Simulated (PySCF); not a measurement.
## Stretching PmO

Set-up: basis Pm x2c-SVPall, O x2c-SVPall; spin-free X2C with a Gaussian nucleus; PySCF 2.14. Energies in eV from Pm (4f5 6s2) + O in their ground configurations at the same level. State: sextet, about 4.3 electrons in the 4f shell (Mulliken), real f orbitals that mix terms.

All columns are PBE0. A positive dipole means Pm(−)O(+).

```tsv
R (Å)	E (eV)	μ (D)	Mulliken charge on Pm (basis-dependent)	HOMO (eV)	LUMO (eV)	Mayer bond order	⟨S²⟩
1.534	-4.518	-1.17	0.10	-3.59	-1.46	2.44	8.76
1.606	-5.464	-1.84	0.17	-3.73	-1.57	2.42	8.76
1.677	-5.999	-2.49	0.24	-3.87	-1.69	2.40	8.77
1.730	-6.190	-2.94	0.28	-3.97	-1.78	2.39	8.77
1.784	-6.241	-3.37	0.32	-4.06	-1.91	2.38	8.77
1.837	-6.184	-3.82	0.36	-4.12	-2.05	2.36	8.78
1.909	-5.985	-4.53	0.40	-4.17	-2.13	2.34	8.79
1.998	-5.608	-5.45	0.45	-4.21	-2.18	2.30	8.80
2.105	-5.041	-6.45	0.50	-4.26	-2.23	2.26	8.82
2.248	-4.208	-7.43	0.54	-4.33	-2.28	2.18	8.89
```

A fit through these points gives, at Re = 1.780 Å, μ = -3.34 D and dμ/dR = -8.00 D/Å; the reduced mass is 14.4 u.

How strong is the fundamental in the double-harmonic approximation, I = 42.26·(dμ/dR)²/μred km/mol?

I = 42.26·(-8.00)²/14.4 = 188 km/mol at PBE0.

⟨S²⟩ of the unrestricted solution departs from its pure value on part of the curve, where spin states mix. Spin–orbit coupling is left out, which matters for elements this heavy, above all for dissociation energies. With d or f electrons several states lie close, and the lowest PBE0 determinant need not be the measured ground state.
